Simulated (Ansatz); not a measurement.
Ideal-gas functions of `O=C=[N][In]([F])[F]` at 298.15 K and 1 bar, from an Ansatz frequency run at PBE0-D4/def2-TZVP.

Molar mass 194.83 g/mol, point group Cs (symmetry number 1), electronic degeneracy 1, moments of inertia 101.926, 420.176, 522.101 u Å². Harmonic wavenumbers (cm⁻¹, unscaled): 39, 56, 128, 138, 139, 466, 614, 631, 644, 678, 1424, 2341.

Use S(trans) = R[1.5 ln M + 2.5 ln T − 1.1517]; rotational temperatures θ = 24.2544 K / I; S(rot) = R[ln(√π/σ · √(T³/θAθBθC)) + 1.5]; for each mode x = 1.438777 ν̃/T, S = R[x/(eˣ − 1) − ln(1 − e⁻ˣ)] and H = RT x/(eˣ − 1); 1 cm⁻¹ = 0.0119627 kJ/mol; R = 8.31446 J/(mol·K).

Task: By hand: the entropy, in J/(mol·K).

Result: Translation 174.6. Rotation: θ = 0.238, 0.0577, 0.0465 K, giving 118.9. Vibration, mode by mode: 22.21, 19.22, 12.45, 11.85, 11.79, 3.13, 1.78, 1.67, 1.59, 1.39, 0.07, 0.00, in all 87.2. Electronic 0.0. Sum 380.7 J/(mol·K).

Task: By hand: H − E and G − E in kJ/mol, counted from the electronic energy.

Result: Zero-point energy ½ × 7298 × 0.0119627 = 43.7; thermal vibration 11.8; translation, rotation and pV give 4 RT = 9.9. H − E = 65.4 kJ/mol, and G − E = 65.4 − 298.15 × 380.7/1000 = -48.1 kJ/mol.

Vibration gives 23 % of the entropy, 77.5 J/(mol·K) of it from the modes under 150 cm⁻¹: soft modes count most, and the harmonic formula is weakest for them. The sum counts one conformer and one mirror image; others add a mixing term.
